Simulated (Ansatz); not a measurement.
Ideal-gas functions of `SC[O][ZnH]` at 600 K and 1 bar, from an Ansatz frequency run at PBE0-D4/def2-TZVP.

Molar mass 129.5 g/mol, point group C1 (symmetry number 1), electronic degeneracy 1, moments of inertia 72.142, 199.548, 264.508 u Å². Harmonic wavenumbers (cm⁻¹, unscaled): 102, 129, 364, 380, 453, 475, 563, 653, 769, 1044, 1164, 1239, 1324, 1496, 1954, 2699, 2999, 3052.

Use S(trans) = R[1.5 ln M + 2.5 ln T − 1.1517]; rotational temperatures θ = 24.2544 K / I; S(rot) = R[ln(√π/σ · √(T³/θAθBθC)) + 1.5]; for each mode x = 1.438777 ν̃/T, S = R[x/(eˣ − 1) − ln(1 − e⁻ˣ)] and H = RT x/(eˣ − 1); 1 cm⁻¹ = 0.0119627 kJ/mol; R = 8.31446 J/(mol·K).

Q: By hand: the entropy, in J/(mol·K).

A: Translation 184.1. Rotation: θ = 0.3362, 0.1215, 0.0917 K, giving 120.2. Vibration, mode by mode: 20.04, 18.10, 9.70, 9.37, 8.02, 7.67, 6.42, 5.39, 4.31, 2.56, 2.04, 1.77, 1.51, 1.08, 0.44, 0.10, 0.05, 0.05, in all 98.6. Electronic 0.0. Sum 402.9 J/(mol·K).

Q: By hand: H − E and G − E in kJ/mol, counted from the electronic energy.

A: Zero-point energy ½ × 20859 × 0.0119627 = 124.8; thermal vibration 30.8; translation, rotation and pV give 4 RT = 20.0. H − E = 175.6 kJ/mol, and G − E = 175.6 − 600 × 402.9/1000 = -66.1 kJ/mol.

Vibration gives 24 % of the entropy, 38.1 J/(mol·K) of it from the modes under 150 cm⁻¹: soft modes count most, and the harmonic formula is weakest for them. The sum counts one conformer and one mirror image; others add a mixing term.
